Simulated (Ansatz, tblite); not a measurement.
Cost and result up the ladder for 1-ethyl-3-methylimidazolium bistriflimide, `CCn1cc[n+](C)c1.O=S(=O)([N-]S(=O)(=O)C(F)(F)F)C(F)(F)F` (34 atoms). Charge 0, multiplicity 1. Geometry: r2SCAN-D4/def2-SVP.

```xyz
34

C    -3.166   -1.309   -1.862
C    -1.828   -1.107   -1.176
N    -1.349    0.277   -1.270
C    -0.888    0.902   -2.410
C    -0.376    2.110   -2.023
N    -0.540    2.196   -0.655
C     0.031    3.216    0.215
C    -1.123    1.074   -0.221
H    -3.471   -2.360   -1.762
H    -3.112   -1.079   -2.937
H    -3.949   -0.680   -1.411
H    -1.867   -1.342   -0.102
H    -1.027   -1.733   -1.599
H    -0.916    0.422   -3.384
H     0.120    2.890   -2.594
H     1.116    3.240    0.045
H    -0.148    2.916    1.255
H    -0.425    4.194    0.005
H    -1.286    0.834    0.832
O     1.327   -1.194   -1.538
S     1.769   -0.500   -0.323
O     2.089    0.935   -0.394
N     0.733   -0.886    0.851
S     0.860   -0.206    2.314
O    -0.197    0.807    2.542
O     2.222    0.092    2.757
C     0.276   -1.670    3.306
F    -0.952   -2.031    2.920
F     0.239   -1.328    4.590
F     1.101   -2.696    3.149
C     3.396   -1.341    0.148
F     3.962   -1.807   -0.964
F     4.217   -0.479    0.723
F     3.164   -2.356    0.974
```

Ansatz on 2 threads of AMD EPYC 7R13 on a shared host and a share (18 GiB) of an NVIDIA H100 80GB HBM3; xTB runs through tblite on one thread. Times are rough, summed over both states, and most runs start from the orbitals of an earlier one. PBE0-D4/def2-TZVP serves as the yardstick here, not as an exact answer. The other state is a doublet.

The xTB rows come from tblite. Single mean-field runs in def2-TZVP are fitted with def2-universal-jkfit.

Raw xTB energies of ions are shifted by several eV.

```
                             level  functions  wall time  vertical IE (eV)  difference from PBE0-D4/def2-TZVP (eV)
                          GFN2-xTB        113     0.21 s             13.98                                    4.71
                          GFN1-xTB        124     0.24 s             14.76                                    5.49
                  PBE-D4/def2-TZVP        791       11 s              8.69                                   -0.58
   PBE0-D4/def2-TZVP (with forces)        791       16 s              9.27                                    0.00
r2SCANh-D4/def2-TZVP (with forces)        791       20 s              9.09                                   -0.18
```
